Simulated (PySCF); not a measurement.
Computed structure and properties of [Eu(NH3)6]3+

System: [Eu(NH3)6]3+ (singlet in the valence; each metal's 4f electrons, 6 of them, lie in its core potential, out of spins and levels); start: template (Ci). Method: PySCF 2.14.0, RKS PBE, Eu lcecp-1-SVP with ECP52, N def2-SVP, H def2-SVP; non-relativistic Hamiltonian with scalar-relativistic core potentials where named; density fitting; no spin-orbit coupling.

Input of the relaxation:

```python
mol = gto.M(atom='''
Eu     0.00000     0.00000     0.00000
N      0.00000     0.00000     2.54500
H      0.81330     0.46960     2.94300
H     -0.81330     0.46960     2.94300
H      0.00000    -0.93920     2.94300
N      0.00000     0.00000    -2.54500
H      0.81330    -0.46960    -2.94300
H     -0.81330    -0.46960    -2.94300
H      0.00000     0.93920    -2.94300
N      2.54500     0.00000     0.00000
H      2.94300    -0.46960     0.81330
H      2.94300    -0.46960    -0.81330
H      2.94300     0.93920     0.00000
N      0.00000     2.54500     0.00000
H      0.46960     2.94300     0.81330
H      0.46960     2.94300    -0.81330
H     -0.93920     2.94300     0.00000
N     -2.54500     0.00000     0.00000
H     -2.94300     0.46960     0.81330
H     -2.94300     0.46960    -0.81330
H     -2.94300    -0.93920     0.00000
N      0.00000    -2.54500     0.00000
H     -0.46960    -2.94300     0.81330
H     -0.46960    -2.94300    -0.81330
H      0.93920    -2.94300     0.00000''',
    basis={'Eu': 'lcecp-1-SVP', 'N': 'def2-SVP', 'H': 'def2-SVP'},
    ecp={'Eu': 'lcecp-1-SVP'},
    charge=3, spin=0)
mf = dft.RKS(mol, xc='PBE')
mf.grids.atom_grid = (50, 194)  # f atoms: unpruned, at least (60, 302)
mf = mf.density_fit()  # fitting sets: Eu AutoAux, N def2-universal-JKFIT, H def2-universal-JKFIT
mf.conv_tol = 1e-08; mf.max_cycle = 55
mf.kernel(dm0)  # dm0: converged density of the start geometry
# quasi-Newton relaxation in Cartesian coordinates to a largest gradient under 0.00045 Eh/bohr, steps kept in the point group
```

Run from Python with OMP_NUM_THREADS=4; the lines above give its settings. Where DIIS fails, smearing, a level shift and second-order steps follow.
It took 4 min on 4 threads of AMD EPYC 7R43 64-Core Processor (Zen 3), with other jobs on the host, from the converged density of the start.

Course of the relaxation:

```
step  energy above end (eV)  largest force component within the symmetry (eV/Å)
   0                 0.2791                                               1.124
   1                 0.1051                                               0.290
   2                 0.0379                                               0.178
   3                 0.0163                                               0.250
   4                 0.0055                                               0.147
   5                 0.0015                                               0.035
   6                 0.0006                                               0.012
   7                 0.0005                                               0.007
   8                 0.0004                                               0.011
   9                 0.0002                                               0.022
  10                 0.0001                                               0.030
  11                 0.0000                                               0.022
  12                 0.0000                                               0.003
```

Relaxed geometry (Ci):

```xyz
25

Eu    0.0000    0.0000    0.0000
N     0.0216    0.0285    2.5928
H     0.8363    0.5030    3.0282
H    -0.7848    0.5017    3.0447
H     0.0271   -0.9013    3.0553
N    -0.0216   -0.0285   -2.5928
H     0.7848   -0.5017   -3.0447
H    -0.8363   -0.5030   -3.0282
H    -0.0271    0.9013   -3.0553
N     2.5927   -0.0017    0.0045
H     3.0392   -0.4732    0.8151
H     3.0475   -0.4644   -0.8063
H     3.0409    0.9351    0.0108
N     0.0004    2.5924    0.0263
H     0.3947    3.0300    0.8817
H     0.5361    3.0552   -0.7336
H    -0.9333    3.0409   -0.0481
N    -2.5927    0.0017   -0.0045
H    -3.0475    0.4644    0.8063
H    -3.0392    0.4732   -0.8151
H    -3.0409   -0.9351   -0.0108
N    -0.0004   -2.5924   -0.0263
H    -0.5361   -3.0552    0.7336
H    -0.3947   -3.0300   -0.8817
H     0.9333   -3.0409    0.0481
```

```
      contact      Å
 Eu1–N2 (NH3)  2.593
 Eu1–N6 (NH3)  2.593
Eu1–N10 (NH3)  2.593
Eu1–N14 (NH3)  2.593
Eu1–N18 (NH3)  2.593
Eu1–N22 (NH3)  2.593
```

On the finer grid (75, 302):

- HOMO: -19.51 eV
- LUMO: -13.57 eV
- Dipole about the centre of mass: 0.00 D
- Set of Mulliken populations of Eu1 outside the core potential: s 2.38, p 6.45, d 1.05, f 0.04
- D3(BJ) dispersion energy (not in the energies): -0.515 eV

| atom | Mulliken (e) | Löwdin (e) | spin (e) |
| --- | --- | --- | --- |
| Eu1 | 1.08 | 0.72 | 0.00 |
| N2 | -0.30 | -0.04 | 0.00 |
| H3 | 0.21 | 0.14 | 0.00 |
| H4 | 0.21 | 0.14 | 0.00 |
| H5 | 0.21 | 0.14 | 0.00 |
| N6 | -0.30 | -0.04 | 0.00 |
| H7 | 0.21 | 0.14 | 0.00 |
| H8 | 0.21 | 0.14 | 0.00 |
| H9 | 0.21 | 0.14 | 0.00 |
| N10 | -0.30 | -0.04 | 0.00 |
| H11 | 0.21 | 0.14 | 0.00 |
| H12 | 0.21 | 0.14 | 0.00 |
| H13 | 0.21 | 0.14 | 0.00 |
| N14 | -0.30 | -0.04 | 0.00 |
| H15 | 0.21 | 0.14 | 0.00 |
| H16 | 0.21 | 0.14 | 0.00 |
| H17 | 0.21 | 0.14 | 0.00 |
| N18 | -0.30 | -0.04 | 0.00 |
| H19 | 0.21 | 0.14 | 0.00 |
| H20 | 0.21 | 0.14 | 0.00 |
| H21 | 0.21 | 0.14 | 0.00 |
| N22 | -0.30 | -0.04 | 0.00 |
| H23 | 0.21 | 0.14 | 0.00 |
| H24 | 0.21 | 0.14 | 0.00 |
| H25 | 0.21 | 0.14 | 0.00 |

The 4f levels lie in the core potential and are missing. Their spin isn't counted.

No frequency check is given for this geometry.

Taking off one NH3 (charge 0, singlet; the rest: singlet) in vacuum, both parts rigid, costs 2.52 eV; the small basis without counterpoise inflates it. Parting with an electron moved from the ligand to the metal can be far cheaper, even downhill.

Rigid scan of NH3 along the line from its metal:

distance to N2 (Å), energy (eV) and a bar:
```
     2.29      0.303 ##############################
     2.39      0.117 ############
     2.49      0.026 ###
     2.59      0.000 
     2.69      0.019 ##
     2.79      0.069 #######
     2.99      0.219 ######################
```

One start shape was tried, so this needn't be the lowest isomer.

An lcecp potential fixes the number of 4f electrons, so in runs with it no electron can move into or out of that shell.
